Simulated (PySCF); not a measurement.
PySCF job for Al(Cl)(OH)(NH2) (AlClH3NO), SMILES [OH][Al]([Cl])[NH2], IEF-PCM-B3LYP/def2-SVP. Geometry optimised at PBE0-D3(BJ)/def2-SVP. Other conformers were not sampled.

```python
import numpy as np
from pyscf import gto, scf, dft
from pyscf.solvent import pcm

mol = gto.M(
    atom='''
    Al    0.04097087   -0.41138789   -0.00000000
    Cl   -0.04389548    1.68194727    0.00000000
    O     1.58329978   -1.10803308    0.00000000
    H     1.81656333   -2.03571990   -0.00000000
    N    -1.47300742   -1.30894610    0.00000000
    H    -1.57378405   -2.31667891   -0.00000000
    H    -2.38452362   -0.86577493   -0.00000000
    ''',
    basis='def2-SVP',
    charge=0,
    spin=0,
    max_memory=1600,
    verbose=3,
)
mf = dft.RKS(mol, xc='b3lyp').density_fit(auxbasis='def2-universal-jkfit')
mf.grids.level = 3
mf.conv_tol = 1e-9
mf.max_cycle = 100
mf.kernel()
res = {}
for name, eps in {'water': 78.355, '2-propanol': 19.264, 'toluene': 2.3741}.items():
    s = mf.PCM()
    s.with_solvent.method, s.with_solvent.eps, s.with_solvent.lebedev_order = 'IEF-PCM', eps, 29
    s.kernel(mf.make_rdm1())
    res[name] = (s.e_tot, eps, s.dip_moment(), s.mo_energy, s.converged)
    print(f'{name}: electrostatic solvation free energy {(s.e_tot - mf.e_tot) * 627.509474:.3f} kcal/mol')
```

Log of the run:

```
converged SCF energy = -834.285726575146

WARN: PCM is an experimental feature. It is still in testing.
Features and APIs may be changed in the future.

converged SCF energy = -834.298235612161
Dipole moment(X, Y, Z, Debye): -1.60184, -3.98324, -0.00000
water: electrostatic solvation free energy -7.850 kcal/mol

WARN: PCM is an experimental feature. It is still in testing.
Features and APIs may be changed in the future.

converged SCF energy = -834.297431967466
Dipole moment(X, Y, Z, Debye): -1.58416, -3.93990, -0.00000
2-propanol: electrostatic solvation free energy -7.345 kcal/mol

WARN: PCM is an experimental feature. It is still in testing.
Features and APIs may be changed in the future.

converged SCF energy = -834.291507924619
Dipole moment(X, Y, Z, Debye): -1.45601, -3.61547,  0.00000
toluene: electrostatic solvation free energy -3.628 kcal/mol
```

The run converged.
